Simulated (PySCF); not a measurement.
Fill in the blanks.

Compound: C2H4ClNSi.
Bonds: N1–C2 (triple), C2–C3, C3–Si4, Si4–Cl5. Hydrogens: H6, H7 on C3; H8, H9 on Si4.

Conformer (atom-mapped SMILES and torsion angles): `[N:1]#[C:2][CH2:3][SiH2:4][Cl:5]`: C2–C3–Si4–Cl5 -65°.

```json
{"property": "point group", "level": "PBE0-D3(BJ)/def2-SVP", "value": "C1"}
{"property": "rotational constants A, B, C", "level": "PBE0-D3(BJ)/def2-SVP", "value": "5.342, 1.802, 1.464 GHz"}
{"property": "dipole moment", "level": "CAM-B3LYP/def2-SVPD", "value": "4.42 D"}
{"property": "HOMO energy", "level": "CAM-B3LYP/def2-SVPD", "value": "-10.40 eV"}
{"property": "LUMO energy", "level": "CAM-B3LYP/def2-SVPD", "value": "0.52 eV"}
{"property": "lowest singlet excitation", "level": "TDDFT CAM-B3LYP/def2-SVPD", "value": "?"}
{"property": "lowest triplet excitation (Tamm–Dancoff)", "level": "TDA CAM-B3LYP/def2-SVPD", "value": "6.20 eV"}
{"property": "static isotropic polarisability", "level": "CAM-B3LYP/def2-SVPD", "value": "66.2 au"}
{"property": "vertical ionisation energy", "level": "ΔSCF CAM-B3LYP/def2-SVPD", "value": "11.30 eV"}
{"property": "electronic spatial extent ⟨r²⟩ about the centre of nuclear charge", "level": "CAM-B3LYP/def2-SVPD", "value": "?"}
{"property": "13C chemical shifts (computed TMS as zero) by class", "level": "GIAO KT2/pcSseg-2", "value": "110.0 (C2), 7.5 (C3) ppm"}
{"property": "1H chemical shifts (computed TMS as zero) by class", "level": "GIAO KT2/pcSseg-2", "value": "5.33 (H8/H9), 1.99 (H6/H7) ppm"}
{"property": "isotropic shieldings of nuclei other than C and H, by class", "level": "GIAO KT2/pcSseg-2", "value": "-22 (N1), 362 (Si4), 966 (Cl5) ppm"}
{"property": "core binding energies", "level": "ΔSCF SCAN, pcX-2 on the ionised atom, pcseg-1 elsewhere, spin-free X2C, 2p3/2 from a spin–orbit splitting computed afterwards within the 2p shell", "value": "?"}
```

The electronic properties come from PySCF, for the isolated species, density fitting. One conformer (not necessarily the lowest) at the PBE0-D3(BJ)/def2-SVP geometry, without solvent or vibrations. NMR classes are plain means over equivalent atoms (diastereotopic ones count apart unless rotation or inversion swaps them), as if these changed places fast; in this geometry the members of some classes differ.

Question: Give the electronic spatial extent ⟨r²⟩ about the centre of nuclear charge.

Answer: 780 bohr².

Question: Give the lowest singlet excitation.

Answer: 7.42 eV (167 nm, f = 0.002).

Question: What are the core binding energies?

Answer: Si2p3/2 108.5 (Si4), Cl2p3/2 206.5 (Cl5), C1s 292.3 (C3), C1s 292.6 (C2), N1s 405.1 (N1), Si1s 1848.3 (Si4), Cl1s 2829.1 (Cl5) eV.

The polarisability is 9.81 Å³ as a volume (1 au = 0.148185 Å³), or 1.23 au for each of the 54 electrons. With B = h/(8π²I), that is 505.379 GHz u Å² over I, the principal moments of inertia are 94.6, 280.5 and 345.3 u Å² (most abundant isotopes); the inertial defect Ic − Ia − Ib is -29.8 u Å² (zero for a rigid planar frame, negative otherwise). The rotational constants make it an asymmetric top with κ = (2B − A − C)/(A − C) = -0.83, nearer the prolate limit (−1). No computed singlet falls in the visible range (750 to 380 nm, 1.65 to 3.26 eV); S1 lies 4.16 eV above its blue end.
